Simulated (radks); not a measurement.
Task: The mean radii <r> (bohr) of the occupied orbitals of an atom or ion are listed with their occupations. Method: Dirac Kohn-Sham, PBE, spin-unpolarised, spherical densities, point nucleus; computed with a radial shooting solver on a logarithmic mesh with Libxc functionals.

| orbital | occ. | <r> |
|---|---|---|
| 1s1/2 | 2 | 0.01773 |
| 2s1/2 | 2 | 0.07424 |
| 2p1/2 | 2 | 0.06130 |
| 2p3/2 | 4 | 0.06950 |
| 3s1/2 | 2 | 0.1933 |
| 3p1/2 | 2 | 0.1835 |
| 3p3/2 | 4 | 0.1986 |
| 3d3/2 | 4 | 0.1734 |
| 3d5/2 | 6 | 0.1781 |
| 4s1/2 | 2 | 0.4317 |
| 4p1/2 | 2 | 0.4357 |
| 4p3/2 | 4 | 0.4693 |
| 4d3/2 | 4 | 0.4825 |
| 4d5/2 | 6 | 0.4938 |
| 5s1/2 | 2 | 1.007 |
| 5p1/2 | 2 | 1.100 |
| 4f5/2 | 6 | 0.5525 |
| 4f7/2 | 8 | 0.5607 |
| 5p3/2 | 4 | 1.201 |
| 5d3/2 | 2.4 | 1.717 |
| 5d5/2 | 3.6 | 1.784 |
| 6s1/2 | 1 | 2.781 |

Name the element and its charge. Open shells, if any, are shared by 2j + 1.

Result: Z = 76, osmium, charge +1: Os+ in [Xe] 4f14 5d6 6s1. The 1s radius gives Z: for a bare nucleus <r> = (2 gamma + 1)/(2Z) with gamma = sqrt(1 - (Z/c)^2), 0.01753 bohr for Z = 76, and screening makes it slightly larger (0.01773 here). The occupations add up to 75, and the charge is Z minus that.
